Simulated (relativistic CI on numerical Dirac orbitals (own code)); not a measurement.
**Electric-dipole lines of Al⁺**

These numbers are calculated, not measured: Dirac-Coulomb-Breit CI, orbitals from a KLI potential per configuration, model QED, valence Slater integrals scaled by 0.85, P86 correlation energy added to each configuration (own radial code, finite nucleus).

Configurations in the expansion (outside the closed core [Ne]): 3s², 3s3p, 3p², 3s4s, 3s3d, 3s4p, 3s5s, 3s4d, 3s4f, 3d², 3p4s, 3p3d, 3s5p, 3s6s, 3s5d, 3s5f, 3s5g, 3s6p, 4s², 3s6d, 3d4s. Levels of other configurations are missing.

| λ vac (Å) | Lower | Upper | A (s⁻¹) | log gf | S velocity/length |
| --- | --- | --- | --- | --- | --- |
| 790.91 | 3s² ¹S0 [1] | 3s5p ¹P°1 [34] | 1.93e+07 | -2.26 | 0.53 |
| 793.48 | 3s² ¹S0 [1] | 3s5p ³P°1 [31] | 1.98e+04 | -5.25 | 0.62 |
| 949.04 | 3s3p ³P°2 [4] | 3s6d ¹D2 [60] | 3.88e+02 | -6.58 | 1.18 |
| 949.82 | 3s² ¹S0 [1] | 3s4p ³P°1 [16] | 3.92e+03 | -5.80 | 1.13 |
| 1000.6 | 3s3p ³P°1 [3] | 3s5d ¹D2 [43] | 1.65e+04 | -4.91 | 0.55 |
| 1001.8 | 3s3p ³P°2 [4] | 3s5d ¹D2 [43] | 4.97e+02 | -6.43 | 1.19 |
| 1028.6 | 3s3p ³P°0 [2] | 3s6s ³S1 [35] | 2.12e+07 | -2.00 | 0.52 |
| 1029.2 | 3s3p ³P°1 [3] | 3s6s ³S1 [35] | 6.36e+07 | -1.52 | 0.52 |
| 1030.4 | 3s3p ³P°2 [4] | 3s6s ³S1 [35] | 1.06e+08 | -1.30 | 0.52 |
| 1178.6 | 3s3p ³P°0 [2] | 3s5s ³S1 [21] | 4.04e+07 | -1.60 | 0.59 |
| 1179.3 | 3s3p ³P°1 [3] | 3s5s ³S1 [21] | 1.21e+08 | -1.12 | 0.59 |
| 1180.9 | 3s3p ³P°2 [4] | 3s5s ³S1 [21] | 2.03e+08 | -0.90 | 0.59 |
| 1206.2 | 3s3p ¹P°1 [5] | 3s6d ¹D2 [60] | 1.55e+08 | -0.77 | 1.80 |
| 1358.6 | 3s3p ³P°1 [3] | 3s3d ¹D2 [19] | 8.70e+03 | -4.92 | 0.93 |
| 1360.7 | 3s3p ³P°2 [4] | 3s3d ¹D2 [19] | 1.35e+04 | -4.73 | 0.98 |
| 1543.0 | 3p² ¹D2 [6] | 3p4s ¹P°1 [70] | 4.68e+08 | -0.30 | 0.74 |
| 1561.3 | 3p² ¹D2 [6] | 3p3d ³D°3 [69] | 2.23e+05 | -3.24 | 0.88 |
| 1561.5 | 3p² ¹D2 [6] | 3p3d ³D°2 [68] | 8.64e+04 | -3.80 | 0.97 |
| 1562.1 | 3p² ¹D2 [6] | 3p3d ³D°1 [67] | 1.50e+03 | -5.78 | 1.13 |
| 1568.3 | 3p² ¹D2 [6] | 3p3d ³P°2 [64] | 3.78e+04 | -4.16 | 0.84 |
| 1607.4 | 3s3p ¹P°1 [5] | 3s5s ³S1 [21] | 5.18e+02 | -6.22 | 0.94 |
| 1717.5 | 3s² ¹S0 [1] | 3s3p ¹P°1 [5] | 1.40e+09 | 0.27 | 0.94 |
| 1766.2 | 3s3p ³P°1 [3] | 3p² ³P2 [10] | 3.36e+08 | -0.10 | 0.90 |
| 1768.0 | 3s3p ³P°0 [2] | 3p² ³P1 [9] | 4.40e+08 | -0.21 | 0.90 |
| 1769.7 | 3s3p ³P°1 [3] | 3p² ³P1 [9] | 3.23e+08 | -0.34 | 0.90 |
| 1769.8 | 3s3p ³P°2 [4] | 3p² ³P2 [10] | 9.97e+08 | 0.37 | 0.90 |
| 1771.6 | 3s3p ³P°1 [3] | 3p² ³P0 [8] | 1.33e+09 | -0.20 | 0.90 |
| 1773.3 | 3s3p ³P°2 [4] | 3p² ³P1 [9] | 5.66e+08 | -0.10 | 0.90 |
| 1793.4 | 3s3p ³P°0 [2] | 3s4s ³S1 [7] | 1.06e+08 | -0.82 | 0.69 |
| 1795.2 | 3s3p ³P°1 [3] | 3s4s ³S1 [7] | 3.07e+08 | -0.35 | 0.69 |
| 2039.2 | 3s3p ³P°1 [3] | 3p² ¹D2 [6] | 2.51e+04 | -4.11 | 0.94 |
| 2044.0 | 3s3p ³P°2 [4] | 3p² ¹D2 [6] | 3.93e+04 | -3.91 | 0.85 |
| 2947.7 | 3s3p ¹P°1 [5] | 3p² ³P1 [9] | 4.39e+02 | -5.77 | 0.86 |
| 3779.7 | 3s3p ¹P°1 [5] | 3p² ¹D2 [6] | 4.71e+05 | -2.30 | 1.86 |
| 4853.6 | 3p² ¹D2 [6] | 3s4p ³P°1 [16] | 5.06e+03 | -4.27 | 0.59 |
| 6593.7 | 3s4p ³P°0 [15] | 3s5s ³S1 [21] | 1.31e+07 | -0.59 | 0.85 |
| 6599.9 | 3s4p ³P°1 [16] | 3s5s ³S1 [21] | 3.92e+07 | -0.11 | 0.85 |
| 6612.6 | 3s4p ³P°2 [17] | 3s5s ³S1 [21] | 6.53e+07 | 0.11 | 0.85 |
| 7159.5 | 3s4s ³S1 [7] | 3s4p ³P°2 [17] | 6.12e+07 | 0.37 | 0.66 |
| 7174.5 | 3s4s ³S1 [7] | 3s4p ³P°1 [16] | 6.08e+07 | 0.15 | 0.66 |
| 7181.8 | 3s4s ³S1 [7] | 3s4p ³P°0 [15] | 6.07e+07 | -0.33 | 0.66 |
| 8475.5 | 3s4s ¹S0 [14] | 3s4p ¹P°1 [18] | 3.57e+07 | 0.06 | 0.61 |

Terms are leading LS components. Brackets give the number of a level in order of energy, since labels repeat. The list gives strong lines, with weight on those to low levels, among the lowest 70 of 86 levels, so that lines to higher ones, which can be the strongest, are missing, and without lines across small gaps between configurations, and without 153 lines that miss the measured interval by over 3.5 %, start from a term whose rates miss tabulated ones by over 60 %, have gauges far apart or, lacking measured levels, span too small a gap for the errors found; lines with a level outside our table were not tested and can miss by more. Levels whose partners in the same complex of configurations lie outside the list can be far off, and so can their lines. Rates are taken at the computed energies, electric ones in the length gauge. A velocity-to-length ratio far from 1 marks an uncertain rate.

Correlation outside the listed configurations is missing or only estimated: errors of thousands of cm⁻¹ between configurations and terms are usual at this charge. Rates and lifetimes follow the computed energies and can be off by large factors. The fine structure of a lone outer electron comes out too small, for d and f at times inverted, and misplaced configurations move strength between like terms. 28 of the 29 excited levels that our extract of the measured tables holds in this range could be paired (the sources list more); they are missed by 1029 cm⁻¹ on average and 2218 at most, and levels without a partner can miss by more.

LS names give the leading component of a level, which can be under half, so a name can repeat, a term be missing and a line seem to break the LS rules.
